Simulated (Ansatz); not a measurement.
`O[SiH2][S][GeH3]` and `CO[SiH2][S][GeH3]` differ in one atom or group.

Ansatz, PBE0-D4/def2-TZVP geometries, multiplicity 1. Each molecule was computed in one conformer, which needn't be the lowest.

Scalar relativity is left out up to krypton.

| property | `O[SiH2][S][GeH3]` |
| --- | --- |
| HOMO energy (B3LYP/def2-TZVPP) / eV | -7.28 |
| HOMO energy (ωB97M-V/def2-TZVPP) / eV | -9.70 |
| LUMO energy (ωB97M-V/def2-TZVPP) / eV | 1.51 |
| LUMO energy (PBE0/def2-TZVPP) / eV | -0.30 |
| HOMO energy (PBE/def2-TZVPP) / eV | -6.33 |
| HOMO–LUMO gap (B3LYP/def2-TZVPP) / eV | 6.73 |

Q: What does the change do to each property? (An estimate is asked.)

A: The calculation gave: 
```json
{"property": "HOMO energy (B3LYP/def2-TZVPP) / eV", "`CO[SiH2][S][GeH3]`": "-7.13", "shift": "0.15"}
{"property": "HOMO energy (ωB97M-V/def2-TZVPP) / eV", "`CO[SiH2][S][GeH3]`": "-9.55", "shift": "0.15"}
{"property": "LUMO energy (ωB97M-V/def2-TZVPP) / eV", "`CO[SiH2][S][GeH3]`": "1.65", "shift": "0.14"}
{"property": "LUMO energy (PBE0/def2-TZVPP) / eV", "`CO[SiH2][S][GeH3]`": "-0.15", "shift": "0.15"}
{"property": "HOMO energy (PBE/def2-TZVPP) / eV", "`CO[SiH2][S][GeH3]`": "-6.20", "shift": "0.13"}
{"property": "HOMO–LUMO gap (B3LYP/def2-TZVPP) / eV", "`CO[SiH2][S][GeH3]`": "6.73", "shift": "0.00"}
```

B3LYP here is the variant with VWN-RPA as its local correlation; programs differ in this.
